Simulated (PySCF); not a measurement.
## Trend along the halogens: MCr molecules

PBE0 with triple-zeta basis sets in PySCF, for the lowest determinant that a PBE0 search found; no spin–orbit coupling. De refers to high-spin ground-configuration atoms. A positive dipole means M(−)Cr(+).

| M | basis | state (unpaired electrons) | Re (Å) | ωe (cm⁻¹) | De (eV) | μ (D) |
| --- | --- | --- | --- | --- | --- | --- |
| F | def2-TZVPP | sextet (σ ↑, π ↑↑, δ ↑↑) | 1.784 | 650 | 4.70 | 4.22 |
| Br | def2-TZVPP | sextet (σ ↑, π ↑↑, δ ↑↑) | 2.355 | 294 | 3.35 | 5.64 |
| I | x2c-TZVPPall | sextet (σ ↑, π ↑↑, δ ↑↑) | 2.545 | 250 | 2.85 | 5.36 |

Q: The row for M = Cl is missing. Estimate Re, ωe and De as the mean of the rows for F and Br, and compare with the calculation.

A: The means are 2.070 Å, 472 cm⁻¹ and 4.03 eV. PBE0 in def2-TZVPP gives CrCl as a sextet (σ ↑, π ↑↑, δ ↑↑) with Re = 2.202 Å, ωe = 394 cm⁻¹, De = 3.77 eV, so the estimate is off by -13.2 pm, +20 % and +0.26 eV.

The rows differ in basis set, which adds steps of its own.

The metal atom is held in its measured ground configuration; semilocal functionals can put another filling of s and d lower by some tenths of an eV, and De to that atom would be smaller. These are scalar-relativistic numbers at best; spin–orbit coupling would shift them, the dissociation energy most. With d or f electrons several states lie close, and the lowest PBE0 determinant need not be the measured ground state.
